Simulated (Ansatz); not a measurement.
Consider the hydrogen abstraction from the Sb–H bond: `[CH3][SbH][CH3]` + `[SiH3]`• → `[CH3][Sb][CH3]`• + SiH₄.

Calculated with Ansatz (gas phase, PBE0-D4/def2-TZVP geometries, no zero-point term in ΔE). CCSD(T)/CBS is the MP2 limit (def2-TZVPP, def2-QZVPP) plus CCSD(T) − MP2 in def2-TZVPP, frozen cores. This one scheme is used for every species. DFT in def2-TZVPP. B3LYP here is the variant with VWN-RPA as its local correlation; programs differ in this. Open shells (•) are unrestricted, without spin–orbit coupling. Elements past krypton have def2 core potentials. For Sb outer-core shells are correlated without core-valence functions, which leaves a few kJ/mol of doubt a bond.

(1) Is it downhill or uphill in electronic energy at CCSD(T)/CBS, and by how much? (Best estimate.)

(2) What do these levels give: LDA (SPW92), revPBE-D4, BLYP-D4, B2PLYP, PBE-QIDH, BLYP, r2SCAN, B3LYP, r2SCANh, HF/def2-SVP, MP2/def2-SVP, HF/def2-QZVPP? (Estimate.)

Largest T1 diagnostic among the species: 0.015.

Results:

(1) The calculation gave: Downhill: ΔE = -25.1 kcal/mol.

(2) Computed: LDA (SPW92) -22.6, revPBE-D4 -23.0, BLYP-D4 -24.4, B2PLYP -26.0, PBE-QIDH -25.3, BLYP -24.9, r2SCAN -23.8, B3LYP -25.7, r2SCANh -24.2, HF/def2-SVP -27.3, MP2/def2-SVP -26.1, HF/def2-QZVPP -27.1 kcal/mol.

From BLYP to BHLYP (50 % exact exchange), in def2-TZVPP and without D4, ΔE moves by −2.0 kcal/mol. In def2-TZVPP, CCSD(T) changes the Hartree–Fock value by +1.9 kcal/mol (the triples alone add +0.5 kcal/mol) and MP2 by +1.6 kcal/mol. At CCSD(T), def2-SVP lies −0.8 kcal/mol from the extrapolated value and def2-TZVPP +0.0 kcal/mol.
